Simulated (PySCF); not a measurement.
These 2 structures share the formula C8H12BN. Method used: PBE0-D3(BJ)/def2-SVP geometry optimisation, gas phase (PySCF). Energies are electronic, without zero-point or thermal terms, for one conformer each. No frequencies were run at this level. Point groups hold within 0.08 Å.

Question: Order them by energy at this level, lowest first, and give relative energies in kcal/mol.
A. `CB(C)C1=CC=C(N)C=C1`
B. `[BH2:1][c:2]1[cH:3][cH:4][cH:5][cH:6][c:7]1[N:8]([CH3:9])[CH3:10]` with H–B1–C2–C3 17° and -158°

Answer: A (0.0), B (37.4).

As drawn, the lower has an N–H bond, which the higher lacks.

| SMILES | E (Eh) | E rel (kcal/mol) | dipole (D) | point group | A, B, C (MHz) |
| --- | --- | --- | --- | --- | --- |
| CB(C)c1ccc(N)cc1 | -390.97306 | 0.0 | 3.22 | near C2 | 3280, 739.6, 608.2 |
| Bc1ccccc1N(C)C | -390.91340 | 37.4 | 2.62 | C1 | 2184, 1178, 805.6 |
